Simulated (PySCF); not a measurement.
# Electron correlation in Mn²⁺ (manganese, charge +2)

[Ar] 3d4 4p1, one real determinant (an excited configuration). Calculation: PySCF 2.14, in def2-TZVPPD; the non-relativistic Hamiltonian (point nucleus). Frozen: [Ar]; 5 electrons correlated.

```
  level  correlation energy (mhartree)
   CCSD                         -51.88
    (T)                          -0.46
CCSD(T)                         -52.34
```

Diagnostics: T1 = 0.0053, D1 = 0.0134, largest double amplitude 0.039.

The real determinant used has ⟨L²⟩ near 8 against 12 for a pure F term, so it mixes terms.

Cost of the coupled-cluster step: of the order of 3 core-seconds, for 5 correlated electrons.

Iterations:

```
CC2 = 0
CCSD nocc = (np.int64(5), np.int64(0)), nmo = (58, 58)
frozen orbitals [[0, 1, 2, 3, 4, 5, 6, 7, 8], [0, 1, 2, 3, 4, 5, 6, 7, 8]]
max_cycle = 100
direct = 0
conv_tol = 1e-08
conv_tol_normt = 1e-06
diis_space = 8
diis_start_cycle = 0
Init t2, MP2 energy = -0.0463337394106706
Init E_corr(UCCSD) = -0.0463337394157049
cycle = 1  E_corr(UCCSD) = -0.0508546692740451  dE = -0.00452092986  norm(t1,t2) = 0.0156132
cycle = 2  E_corr(UCCSD) = -0.0515234852893318  dE = -0.000668816015  norm(t1,t2) = 0.00607995
cycle = 3  E_corr(UCCSD) = -0.0518049546299392  dE = -0.000281469341  norm(t1,t2) = 0.00311384
cycle = 4  E_corr(UCCSD) = -0.0517803911662737  dE = 2.45634637e-05  norm(t1,t2) = 0.0016515
cycle = 5  E_corr(UCCSD) = -0.0518155548758669  dE = -3.51637096e-05  norm(t1,t2) = 0.00146483
cycle = 6  E_corr(UCCSD) = -0.0518429443905411  dE = -2.73895147e-05  norm(t1,t2) = 0.00128599
cycle = 7  E_corr(UCCSD) = -0.051878758837048  dE = -3.58144465e-05  norm(t1,t2) = 0.000597485
cycle = 8  E_corr(UCCSD) = -0.0518812423365554  dE = -2.48349951e-06  norm(t1,t2) = 0.000233083
cycle = 9  E_corr(UCCSD) = -0.0518824846420453  dE = -1.24230549e-06  norm(t1,t2) = 7.3513e-05
cycle = 10  E_corr(UCCSD) = -0.0518825132074723  dE = -2.8565427e-08  norm(t1,t2) = 2.1451e-05
cycle = 11  E_corr(UCCSD) = -0.0518824892998023  dE = 2.390767e-08  norm(t1,t2) = 6.7987e-06
cycle = 12  E_corr(UCCSD) = -0.051882467335942  dE = 2.19638603e-08  norm(t1,t2) = 1.66984e-06
cycle = 13  E_corr(UCCSD) = -0.0518824836670019  dE = -1.63310599e-08  norm(t1,t2) = 5.89429e-07
cycle = 14  E_corr(UCCSD) = -0.0518824849972976  dE = -1.33029565e-09  norm(t1,t2) = 1.88262e-07
UCCSD converged
E(UCCSD) = -1148.651812286082  E_corr = -0.05188248499729758
UCCSD(T) correction = -0.0004596917353286
```

The reference is one real determinant that mixes LS terms of this configuration.
